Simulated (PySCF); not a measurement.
**r²SCAN beside CCSD(T) along the fourth-period p block: bonds to O**

r²SCAN and CCSD(T) in PySCF with def2-TZVPP on every atom, for the lowest determinant that a PBE0 search found; no spin–orbit coupling.

```tsv
molecule	state (unpaired electrons)	r²SCAN Re (Å)	r²SCAN ωe (cm⁻¹)	r²SCAN De (eV)	CCSD(T) Re (Å)	CCSD(T) ωe (cm⁻¹)	CCSD(T) De (eV)
GaO	doublet (σ ↑)	1.696	775	4.52	1.707	760	4.13
GeO	singlet (closed shell)	1.629	1006	6.90	?	?	?
AsO	doublet (π ↑)	1.624	1005	4.99	1.633	966	4.61
SeO	triplet (π ↑↑)	1.645	939	4.84	1.648	924	4.31
```

Q: Estimate the CCSD(T) values of GeO by adding the mean shift from r²SCAN to CCSD(T) of the other rows, and compare with the calculation.

A: The mean shifts are +0.8 pm, -23 cm⁻¹ and -0.43 eV, which give 1.637 Å, 983 cm⁻¹ and 6.47 eV. CCSD(T)/def2-TZVPP gives Re = 1.636 Å, ωe = 981 cm⁻¹, De = 6.71 eV.

Q: What are the mean differences of r²SCAN from CCSD(T) over the whole series?

A: Re -0.7 pm, ωe +24 cm⁻¹, De +0.37 eV.

In a basis of this size CCSD(T) is itself not converged; it tends to give bonds that are too long and too weak.

Correlated steps freeze 10 core orbitals. UHF and ROHF references stand side by side, which adds small steps between rows. Spin–orbit coupling is left out. Where the molecule has an RHF reference, its open-shell atoms are computed with UHF. The CCSD T1 diagnostic is raised in GaO, GeO, a sign that a single reference may not be enough there. States were picked by a PBE0 search and need not be the measured ground states.
